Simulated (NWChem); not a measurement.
System: SiNH$_{3}$S, singlet; SMILES N[Si]S

```xyz
6

Si    -0.7159    -0.6275     0.0000
N      0.7371    -1.5463     0.0000
H      0.6972    -2.5602     0.0000
H      1.6946    -1.2057     0.0000
S      0.2144     1.3358     0.0000
H     -0.9593     2.0018     0.0000
```
Atoms are numbered in this order, from 1.

Program: NWChem. Low-valent species are run as closed-shell singlets; no triplet was tried in these runs. Geometry: optimised at PBE0/def2-SVP. Vertical excitations in the gas phase; the lowest state need not have the same character in each row.

**Question.** Order these by “lowest excitation, singlet (eV)”, lowest first: PBE0/def2-SVPD, TDA; BHandHLYP/def2-SVPD, TDA; PBE/def2-SVPD, TDA.

**Answer.** PBE/def2-SVPD, TDA (4.43), PBE0/def2-SVPD, TDA (4.53), BHandHLYP/def2-SVPD, TDA (4.63)
